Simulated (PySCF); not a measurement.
Rotational lines of BiC⁻

Lines J+1 ← J of the vibrational ground state, computed from RHF-CCSD(T) constants of BiC⁻, ¹Σ⁺ (singlet), closed shell (basis Bi def2-SVPD with ECP60, C def2-SVPD; scalar-relativistic core potentials; PySCF 2.14; masses 208.9804 and 12.0000 u), in MHz:

| J | ν (MHz) |
| --- | --- |
| 0 | 21206.4 |
| 1 | 42412.5 |
| 2 | 63618.1 |
| 3 | 84822.8 |
| 4 | 106026.5 |

Task: Find B0 and the effective bond length r0; with αe = 0.00237 cm⁻¹, find Re.

Result: ν = 2B0(J+1) − 4D(J+1)³ gives B0 = 0.35369 cm⁻¹. With the reduced mass μred = 11.348 u, r0 = √(16.8576/(μred·B0)) (u, cm⁻¹, Å) = 2.0494 Å. Be = B0 + αe/2 = 0.35487 cm⁻¹ gives Re = 2.046 Å.

Correlated steps freeze 5 core orbitals. These are scalar-relativistic numbers at best; spin–orbit coupling would shift them, the dissociation energy most. The CCSD T1 diagnostic is raised, a sign that a single reference may not be enough here.
